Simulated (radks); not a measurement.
All-electron atom: the erbium ion Er4+ in [Xe] 4f10. Method: scalar-relativistic Kohn-Sham, LDA (Slater exchange, Perdew-Zunger correlation), spin-polarised, spherical densities, point nucleus; open shells are filled with parallel spins first (spin-orbit coupling, left out, can overturn this in heavy ions); computed with a radial shooting solver on a logarithmic mesh with Libxc functionals.

Radial electron density D(r) = 4 pi r^2 rho(r):

r (bohr)  D(r) (e/bohr)    spin D(r)
0.001277          7.832  -0.00000302
0.001463          9.668  -0.00000372
0.00169           12.03  -0.00000462
0.001936          14.73  -0.00000565
0.002218          17.95  -0.00000687
0.002541          21.74  -0.00000830
0.002935          26.45   -0.0000101
0.003362          31.59   -0.0000120
0.003852          37.41   -0.0000142
0.004449          44.27   -0.0000168
0.005097          51.32   -0.0000195
0.005839          58.73   -0.0000225
0.00669           66.26   -0.0000257
0.007726          73.97   -0.0000293
0.008852          80.54   -0.0000332
0.01014           85.94   -0.0000378
0.01162           89.71   -0.0000437
0.01342           91.55   -0.0000528
0.01537           91.15   -0.0000662
0.01761           88.97   -0.0000876
0.02018           85.74    -0.000122
0.0233            82.49    -0.000182
0.0267            81.11    -0.000273
0.03059           82.76    -0.000412
0.03533           88.63    -0.000630
0.04047           97.69    -0.000911
0.04637           108.3     -0.00124
0.05312           117.6     -0.00147
0.06135           122.4     -0.00116
0.07029           120.1     0.000737
0.08053           112.0      0.00653
0.09226           101.6       0.0209
0.1066            93.86       0.0550
0.1221            93.76        0.121
0.1399            100.2        0.243
0.1615            108.1        0.469
0.1851            108.7        0.813
0.212             98.15         1.32
0.2429            79.34         2.02
0.2805            59.91         2.93
0.3214            50.58         3.88
0.3682            51.64         4.79
0.4218            57.29         5.47
0.4872            59.45         5.77
0.5582            53.83         5.60
0.6395            42.84         5.06
0.7326            31.25         4.26
0.8461            22.14         3.30
0.9694            17.02         2.41
1.111             13.83         1.62
1.283             10.90        0.954
1.469             7.944        0.504
1.684             5.079        0.225
1.929             2.776       0.0797
2.228             1.206       0.0179
2.552            0.4470      0.00145
2.924            0.1323    -0.000988
3.35            0.03045    -0.000538
3.869          0.004714    -0.000133
4.432         0.0005821   -0.0000224

D(r) has 4 maxima, at r = 0.0140, 0.0628, 0.175, 0.472 bohr, and minima at 0.0267, 0.115, 0.337 bohr, inside which lie 1.92, 11.14, 29.56 electrons.
